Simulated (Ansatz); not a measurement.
FeO₄⁻. Total charge -1; doublet. Geometry PBE0-D4/def2-SVP, that of the neutral singlet; atoms count from 1.

Cartesian coordinates in Å:
```
Fe 0.0000 0.0000 0.0000
O -0.5929 -1.2269 -0.7455
O 1.4990 0.1588 -0.3747
O -0.1307 -0.2129 1.5330
O -0.7754 1.2810 -0.4128
```

(1) Estimate the Mulliken populations from the PBE0/def2-TZVPD orbitals of Ansatz.

(2) Where does the spin sit?

(3) And the Mayer bond orders between heavy atoms (over 0.3)?

## Answers

(1) 
```tsv
atom	charge (e)	spin (α − β)	d electrons
Fe1	1.84	0.70	5.95
O2	-0.70	-0.08	–
O3	-0.70	-0.08	–
O4	-0.71	0.23	–
O5	-0.71	0.23	–
```
Mulliken values depend strongly on the basis. With diffuse functions, as here, like atoms can get unlike values, and bond orders can come out too low or too high.

(2) Summed by element: Fe 0.70, O 0.30, of 1 unpaired in all. Largest on single atoms: Fe1 0.70, O4 0.23, O5 0.23.

(3) Fe1–O2 1.20 (1.55 Å); Fe1–O3 1.20 (1.55 Å); Fe1–O4 1.21 (1.55 Å); Fe1–O5 1.21 (1.55 Å).
